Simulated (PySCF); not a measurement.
**Question.** Write a Z-matrix for InChI=1S/C8H8O2S/c9-11(10)6-5-7-3-1-2-4-8(7)11/h1-4H,5-6H2 as optimised with PBE0-D3(BJ)/def2-SVP.

**Answer.** 
Z-matrix in Å and degrees, rows numbered from 1:
```
O 
S   1  1.4576
O   2  1.4602  1  120.35
C   2  1.8114  1  111.96  3   128.85
C   4  1.5253  2  104.90  1   143.31
C   5  1.5115  4  106.92  2   -33.32
C   6  1.3938  5  127.28  4  -158.25
C   7  1.3954  6  119.37  5  -179.09
C   8  1.3983  7  121.10  6    -0.05
C   9  1.3935  8  120.12  7    -0.12
C  10  1.3880  9  117.70  8     0.17
H   4  1.0995  2  106.11  1    24.00
H   4  1.0976  2  107.19  1   -93.88
H   5  1.0999  4  111.59  2  -155.76
H   5  1.1029  4  109.98  2    85.25
H   7  1.0932  6  120.29  5     1.27
H   8  1.0926  7  119.45  6  -179.62
H   9  1.0923  8  119.94  7  -179.53
H  10  1.0922  9  121.71  8  -178.92
```

S2 (sulfonyl sulfur) has angles from 92.3° to 120.4°. The 2 C–S bonds span 1.780 Å (S2–C11, drawn single) to 1.811 Å (S2–C4, drawn single), a spread of 0.031 Å. The 6-membered ring C6–C7–C8–C9–C10–C11 has internal angles of 117.7° to 123.3°; it is planar, 0.00 Å rms from its mean plane, widest ring torsion 0°. The 5-membered ring S2–C4–C5–C6–C11 has internal angles of 92.3° to 114.3° (sum 529°, against 540° for a flat polygon); it is puckered, 0.16 Å rms from its mean plane, widest ring torsion 33°.

Computed, not measured: PBE0-D3(BJ)/def2-SVP geometry optimisation, gas phase in PySCF 2.14.0.

Point group: C1 (no symmetry element, even within 0.4 Å). Not checked by PBE0-D3(BJ)/def2-SVP frequencies. One conformer, not necessarily the lowest (O1–S2–C4–C5 143°, S2–C4–C5–C6 -33°, C4–C5–C6–C7 -158°, O1–S2–C11–C10 48°).

On 2 threads of an Intel Xeon 6975P-C, on a shared host, this took 3.0 min wall, 7.5 min CPU and 1.0 GiB of memory at its peak. These figures are those of the optimisation.
